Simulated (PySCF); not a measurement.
# Trend along the fifth-period p block: MMg molecules

r²SCAN with double-zeta basis sets in PySCF, for the lowest determinant that a PBE0 search found; no spin–orbit coupling. De refers to high-spin ground-configuration atoms. A positive dipole means M(−)Mg(+).

| M | basis | state (unpaired electrons) | Re (Å) | ωe (cm⁻¹) | De (eV) | μ (D) |
| --- | --- | --- | --- | --- | --- | --- |
| In | def2-SVP | doublet (π ↑) | 2.970 | 167 | 0.52 | 1.09 |
| Sn | def2-SVP | triplet (π ↑↑) | 2.753 | 233 | 1.10 | 3.04 |
| Sb | def2-SVP | quartet (σ ↑, π ↑↑) | 2.865 | 214 | 0.77 | 1.39 |
| I | def2-SVP | doublet (σ ↑) | 2.614 | 305 | 2.53 | 3.31 |

The shortest bond is that of MgI (2.614 Å), the longest that of MgIn (2.970 Å). MgI is bound most strongly (2.53 eV) and MgIn least (0.52 eV).

The state changes along the series, so neighbouring rows are not always alike in their bonding.

Spin–orbit coupling is left out, which matters for elements this heavy, above all for dissociation energies. States were picked by a PBE0 search and need not be the measured ground states.
